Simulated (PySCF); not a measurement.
# Bonding in `[BH3-][N+]#CCB(F)F`

C2H5B2F2N.
Numbering: `[BH3-:1][N+:2]#[C:3][CH2:4][B:5]([F:6])[F:7]` (hydrogens: H8, H9, H10 on B1; H11, H12 on C4)

Geometry (PBE0-D3(BJ)/def2-SVP, Å), atoms numbered from 1 in this order:
```
atom  x, y, z in Å
B1     2.558    0.651    0.154
N2     1.136    0.086    0.186
C3     0.072   -0.353    0.206
C4    -1.261   -0.909    0.204
B5    -2.426    0.150    0.042
F6    -3.631   -0.275   -0.255
F7    -2.235    1.431    0.220
H8     3.111    0.214    1.155
H9     2.442    1.868    0.163
H10    3.054    0.226   -0.881
H11   -1.347   -1.668   -0.591
H12   -1.433   -1.448    1.154
```

Bond orders from the PBE0/pcSseg-1 density (PySCF). One conformer (not necessarily the lowest) at the PBE0-D3(BJ)/def2-SVP geometry, without solvent, vibrations or thermal averaging.

Problem. How far do the computed orders between heavy atoms stray from the drawn ones?

Solution. The largest departure is 0.396, at N2–C3 (drawn triple, 2.604). Drawn single, order above 1.12: B5–F6 (1.142) and B5–F7 (1.170). Drawn single, order below 0.88: B1–N2 (0.712). Drawn double or triple, more than 0.30 short of the drawn order: N2–C3 (2.604). The SMILES, with its formal charges, is one Lewis structure only.

Problem. Give the Mayer order of every bond between heavy atoms, beside its length.

Solution. 
| bond | drawn as | length (Å) | Mayer order |
| --- | --- | --- | --- |
| B1–N2 | single | 1.531 | 0.712 |
| N2–C3 | triple | 1.151 | 2.604 |
| C3–C4 | single | 1.444 | 1.033 |
| C4–B5 | single | 1.583 | 0.915 |
| B5–F6 | single | 1.312 | 1.142 |
| B5–F7 | single | 1.308 | 1.170 |

By pair of heavy elements: B–F: lowest B5–F6 (1.142, 1.312 Å), highest B5–F7 (1.170, 1.308 Å).

Problem. And the bonds to hydrogen?

Solution. B–H: 0.94 (3 bonds); C–H: 0.90 to 0.91 (2 bonds).

Problem. Sum the orders of all bonds at each heavy atom with more than one neighbour and set the sums beside the valence in the SMILES.

Solution. B1 3.523 (drawn 4), N2 3.316 (drawn 4), C3 3.637 (drawn 4), C4 3.752 (drawn 4), B5 3.227 (drawn 3). Orders between atoms that aren't bonded are not in these sums.

Mayer orders depend on the basis set.

The run behind these numbers computed NMR shieldings as well. Hardware: Arm Neoverse V1, one thread, no GPU, on a shared host. Cost: 20 s wall (with the writing of density and orbital grids), 0.75 GiB resident at most.
